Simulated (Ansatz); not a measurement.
Ansatz (a first-principles code) input (B2PLYP/def2-TZVPD):

Ansatz 0.2 input:
```yaml
crystal:
  periodic: [false, false, false]
  atoms:
    - {symbol: Si, position_ang: [-0.23037238, 1.88490003, 0.60203266]}
    - {symbol: Si, position_ang: [-0.13743408, 0.17945573, -1.02412588]}
    - {symbol: Si, position_ang: [1.84463275, -0.73966793, -0.13632401]}
    - {symbol: Si, position_ang: [-1.52180848, -1.26595195, 0.22322074]}
    - {symbol: H, position_ang: [0.77264017, 2.97236709, 0.34970119]}
    - {symbol: H, position_ang: [-0.02222048, 1.54160688, 2.04847693]}
    - {symbol: H, position_ang: [-1.54424452, 2.61016283, 0.59715055]}
    - {symbol: H, position_ang: [3.05500643, 0.08551864, -0.46244155]}
    - {symbol: H, position_ang: [2.16620180, -2.08299113, -0.72315115]}
    - {symbol: H, position_ang: [1.95913040, -0.96450260, 1.34344559]}
    - {symbol: H, position_ang: [-1.25536830, -1.46703307, 1.68676248]}
    - {symbol: H, position_ang: [-1.53665741, -2.66186820, -0.32767608]}
    - {symbol: H, position_ang: [-2.96473748, -0.85556269, 0.18048288]}
basis:
  gaussian:
    orbitals: def2-TZVPD
hamiltonian:
  xc: {name: B2PLYP}
magnetization: {spin_polarized: true, initial_magnetization: 1}
correlation: {electrons: outside_noble_gas}
```

Output:

```
Functional definition: B2PLYP
integrals: 0.56 GiB planned
1741 factors; integrals over basis functions are off by at most 1.0e-3 eV
0.36 GiB of the device are held for the grids
1.38 GiB of device memory are held for the factors and their scratch space
mean field: 2.64 GiB planned
mean field evaluation 1: about -31636.5429 eV, gradient 1.1e1 eV
mean field evaluation 2: about -31636.5833 eV, gradient 1.1e1 eV
mean field evaluation 4: about -31637.7706 eV, gradient 1.9e0 eV
mean field evaluation 8: about -31637.8084 eV, gradient 1.3e-1 eV
mean field evaluation 16: about -31637.8088 eV, gradient 2.1e-4 eV
mean field -31637.80881624 eV, -1162.6680291196 hartree, gradient 2.9e-6 eV, S^2 0.756728; 0 other end points of the search recorded, 0 dependent functions left out
20 core orbitals not correlated
reference -31637.80903906 eV, -1162.6680373084 hartree; 13, 12 occupied and 220, 221 virtual orbitals, 1741 factors
second order -16.16611883 eV of doubles, -0.00000000 eV of singles
Total energy: -31642.17389115 eV, -1162.8284426639 hartree
```

This state (charge 0, doublet) is run at the relaxed geometry of the species with charge -1 and multiplicity 1.
